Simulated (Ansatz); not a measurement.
C₇H₈O, triplet (typed; the unrestricted solution is spin-contaminated), at a GFN2-xTB geometry of the parent state (a higher spin typed on purpose: for a closed-shell molecule this is an excited state); MP2/def2-SV(P) (Ansatz, an electronic-structure program).

Input for Ansatz:
Ansatz 0.2 input:
```yaml
crystal:
  periodic: [false, false, false]
  atoms:
    - {symbol: C, position_ang: [-2.83485466, 0.11645217, 0.39917449]}
    - {symbol: C, position_ang: [-1.35119902, 0.04253937, 0.19543320]}
    - {symbol: C, position_ang: [-0.48079655, 0.69822704, 1.05464705]}
    - {symbol: C, position_ang: [0.88746555, 0.65034956, 0.85778854]}
    - {symbol: C, position_ang: [1.41233797, -0.06087735, -0.21302987]}
    - {symbol: O, position_ang: [2.75310773, -0.13806513, -0.44684273]}
    - {symbol: C, position_ang: [0.54999479, -0.72197732, -1.08106165]}
    - {symbol: C, position_ang: [-0.81332749, -0.66596930, -0.87292005]}
    - {symbol: H, position_ang: [-3.32025483, -0.78818912, 0.04028342]}
    - {symbol: H, position_ang: [-3.07584159, 0.25269851, 1.45093519]}
    - {symbol: H, position_ang: [-3.24713136, 0.96147983, -0.15374877]}
    - {symbol: H, position_ang: [-0.87489984, 1.25504510, 1.89283045]}
    - {symbol: H, position_ang: [1.55226643, 1.16616706, 1.53910024]}
    - {symbol: H, position_ang: [3.22889816, 0.36194627, 0.22698678]}
    - {symbol: H, position_ang: [0.96800090, -1.27300046, -1.90846528]}
    - {symbol: H, position_ang: [-1.47362327, -1.18409113, -1.55337055]}
basis:
  gaussian:
    orbitals: def2-SV_P_.json
magnetization: {spin_polarized: true, initial_magnetization: 2}
correlation: {method: mp2}
```
The basis file holds def2-SV(P) in the JSON format of the Basis Set Exchange.

The log (banner, timings and long lists left out):

```
Functional definition: HF
1409 factors; integrals over basis functions are off by at most 1.5e-3 eV
mean field evaluation 1: about -9359.8999 eV, gradient 2.9e1 eV
mean field evaluation 2: about -9359.9103 eV, gradient 2.9e1 eV
mean field evaluation 4: about -9364.9418 eV, gradient 3.5e0 eV
mean field evaluation 8: about -9365.0455 eV, gradient 3.3e-1 eV
mean field evaluation 16: about -9365.8607 eV, gradient 4.1e-3 eV
mean field evaluation 32: about -9365.8380 eV, gradient 9.9e-1 eV
mean field -9365.85920094 eV, -344.1889772270 hartree, gradient 1.7e-6 eV, S^2 2.313073; 2 other end points of the search recorded, 0 dependent functions left out
8 core orbitals not correlated
reference -9365.85920094 eV, -344.1889772270 hartree; 22, 20 occupied and 98, 100 virtual orbitals, 1409 factors
second order -26.76435949 eV of doubles, -0.00000000 eV of singles
Total energy: -9392.62356042 eV, -345.1725492965 hartree
```
